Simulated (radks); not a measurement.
All-electron atom: the cadmium ion Cd4+ in [Kr] 4d8. All-electron calculation, scalar-relativistic Kohn-Sham, r2SCAN, spin-polarised, spherical densities, finite nucleus; open shells are filled with parallel spins first (spin-orbit coupling, left out, can overturn this in heavy ions); meta-GGA in the generalised Kohn-Sham scheme; Fermi nuclear charge, rms radius 4.6087 fm. Program: a radial shooting solver on a logarithmic mesh with Libxc functionals.

Radial electron density D(r) = 4 pi r^2 rho(r):

```
   r/bohr * D(r) (the largest magnitude, 77.7, reaches the edge; | marks zero)
 0.001188 |*
 0.001547 | *
 0.002015 |  *
 0.002603 |    *
 0.003389 |      *
 0.004378 |          *
 0.005701 |               *
 0.007423 |                     *
 0.009589 |                            *
  0.01249 |                                   *
  0.01626 |                                        *
    0.021 |                                           *
  0.02735 |                                         *
  0.03561 |                                      *
    0.046 |                                     *
   0.0599 |                                           *
  0.07737 |                                                   *
   0.1007 |                                                      *
   0.1312 |                                              *
   0.1695 |                                     *
   0.2207 |                                       *
   0.2873 |                                            *
   0.3712 |                                  *
   0.4833 |                 *
   0.6293 |            *
   0.8129 |             *
    1.059 |           *
    1.367 |     *
     1.78 | *
    2.318 *
    2.995 *
      3.9 *
```

D(r) has 4 maxima, at r = 0.0213, 0.0945, 0.281, 0.833 bohr, and minima at 0.0421, 0.182, 0.619 bohr, inside which lie 2.01, 11.12, 28.98 electrons.
